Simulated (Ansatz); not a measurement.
A search over several starts for the lowest SCF solution of the cluster In2Sn at the given spin, in a small basis.

```yaml
crystal:
  periodic: [false, false, false]
  atoms:
    - {symbol: In, position_ang: [-0.614428, 1.027271, 1.368489]}
    - {symbol: In, position_ang: [1.211032, 0.578790, -1.226365]}
    - {symbol: Sn, position_ang: [-0.596603, -1.606061, -0.142124]}
basis:
  gaussian: {orbitals: def2-SVP, initial_orbitals: start.molden}
magnetization: {spin_polarized: true, initial_magnetization: 4}
hamiltonian: {xc: pbe0, dispersion: d4}
output: {orbitals: {seedname: orbitals}}
```

The file start.molden holds the orbitals of an earlier run on this structure, at another level or in another basis.

```sh
$ ansatz run in.yaml --threads 4 --pin off --events-out ev --progress --plain --max-ram 3916MiB
```

Output, abridged:

```
Functional definition: PBE0
1020 factors; integrals over basis functions are off by at most 4.5e-4 eV
mean field evaluation 1: about -16179.7966 eV, gradient 4.3e-2 eV
mean field evaluation 2: about -16179.7986 eV, gradient 6.8e-5 eV
mean field evaluation 4: about -16179.7986 eV, gradient 9.6e-6 eV
mean field evaluation 8: about -16179.7831 eV, gradient 1.1e0 eV
mean field evaluation 16: about -16179.7986 eV, gradient 5.3e-4 eV
mean field -16179.79856618 eV, -594.5966302457 hartree, gradient 9.5e-6 eV, S^2 6.008435; 2 other end points of the search recorded, 0 dependent functions left out
reference -16179.79859401 eV, -594.5966312685 hartree; 34, 30 occupied and 44, 48 virtual orbitals, 1020 factors
Total energy: -16179.91467085 eV, -594.6008970135 hartree
```

Hardware: 4 threads of Arm Neoverse V2 on a shared host. Wall time 1.9 s.

In the def2 sets In, Sn take a core potential; there is no spin–orbit coupling. At PBE0-D4/def2-TZVP a triplet of charge 0 lies 0.20 eV below the quintet, each at its own geometry. The structure comes from a short search, and lower isomers may exist.
